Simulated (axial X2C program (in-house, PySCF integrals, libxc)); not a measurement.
## Levels of BBr⁺ by electron attachment to BBr²⁺ (EOM-EA-CCSD)

Calculated with an in-house all-electron X2C program for linear molecules (integrals from PySCF): two-component X2C with atomic mean-field Coulomb and Gaunt terms, Gaussian nuclei, basis Br dyall-acv3z, B dyall-av3z with contracted cores.

R = 1.679 Å (0.960 times 1.749 Å, the PBE0 minimum at charge 1 for the lowest determinant).

Levels of BBr⁺ obtained by attaching an electron to BBr²⁺:

| Ω | binding energy (eV) | above lowest (cm⁻¹) | attached spinor | one-particle weight |
| --- | --- | --- | --- | --- |
| 1/2 | 19.433 | 0 | 49% B pσ, 32% B sσ, 10% Br pσ | 0.94 |
| 1/2 | 14.766 | 37647 | 59% B pπ, 15% Br dπ, 14% Br pπ | 0.94 |
| 3/2 | 14.697 | 38201 | 56% B pπ, 16% Br pπ, 14% Br dπ | 0.94 |

Problem. What is the splitting of the first π pair in the table, and is it regular or inverted?

Solution. E(3/2) − E(1/2) = 38201 − 37647 = 554 cm⁻¹ at EOM-EA-CCSD: regular, Ω = 1/2 lower. Splittings at this level can be off by ten to twenty per cent.

This point took 13 s on 1 thread of Intel(R) Xeon(R) Processor @ 2.30GHz, with other jobs on the host.

Reference electrons by ω block (each with its −ω partner): 1/2: 13, 3/2: 5, 5/2: 1. 8 electrons of BBr²⁺ correlated (inner shells frozen), 92 natural virtual spinors (a truncated set); levels can be off by some tenths of an eV. Roots sought by Ω: (1/2: 5, 3/2: 4, 5/2: 2, 7/2: 1); rows need 60 % one-particle weight and stop where some Ω has no more roots. Missing are any skipped roots, higher Ω and states of a further excitation; these come out far too high here and may in truth be low or lowest. T1 of the reference 0.028 (Lee–Taylor). The reference was not checked to be the lowest state of its species. Number of frozen shells: Br 3 s, 2 p, 1 d; B 1 s. Large amplitudes in the reference (orbital relaxation or multireference character) lower the reliability.
